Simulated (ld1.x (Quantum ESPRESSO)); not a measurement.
# tungsten (W), TM: configuration errors across variants

```
Element                 : W
Generator               : ld1.x (Quantum ESPRESSO) 7.5
Type                    : norm-conserving Troullier–Martins (Kleinman–Bylander form)
Functional              : PBEsol
Relativity              : scalar-relativistic
Frozen core             : [Xe] 4f14
Valence charge          : 6
Reference configuration : 5d4 6s0.5 6p0 (charge +1.5)
Partial waves           : 6s (bound): rc 1.90 bohr; 5d (bound): rc 2.05 bohr; 6p (bound, empty): rc 3.05 bohr
Local potential         : the p channel
Core correction         : Bessel-smoothed model core, default radius (core density twice the valence density)
```

All-electron excitation energies from the reference (eV): (1) 5d4 6s2 6p0 -15.894; (2) 5d4 6s1 6p0 -6.970; (3) 5d4 6s0 6p0 8.726; (4) 5d4 6s0 6p2 -6.556; (5) 5d3 6s2 6p0 -7.021; (6) 5d3 6s0 6p0 34.129; (7) 5d4 6s1 6p1 -11.349.

The default core radius of the base comes out at 1.56 bohr.

Errors AE − PS in meV (a dash: test not solved or not reliable):

```tsv
change	(1)	(2)	(3)	(4)	(5)	(6)	(7)	bound ghosts
base	-11	-1.1	-9.1	-14	-62	-262	-3.9	none
core correction none	+58	+11	+4.3	+4.2	+134	-111	+19	none
core correction Bessel-smoothed model core inside 0.76 bohr	-11	-1.1	-9.2	-14	-63	-262	-3.9	none
core correction Bessel-smoothed model core inside 1.02 bohr	-11	-1.1	-9.2	-14	-62	-262	-3.9	none
core correction Bessel-smoothed model core inside 1.50 bohr	-11	-1.1	-9.1	-14	-62	-262	-3.9	none
core correction Bessel-smoothed model core inside 1.84 bohr	-10	-1.0	-9.0	-14	-60	-261	-3.8	none
core correction Bessel-smoothed model core inside 1.96 bohr	-9.6	-0.9	-8.9	-14	-58	-260	-3.6	none
core correction Bessel-smoothed model core inside 2.20 bohr	-8.2	-0.7	-8.7	-13	-48	-256	-3.1	none
```

Give the same row for: core correction Bessel-smoothed model core inside 1.26 bohr.

-11, -1.1, -9.2, -14, -62, -262, -3.9; bound ghosts: none.
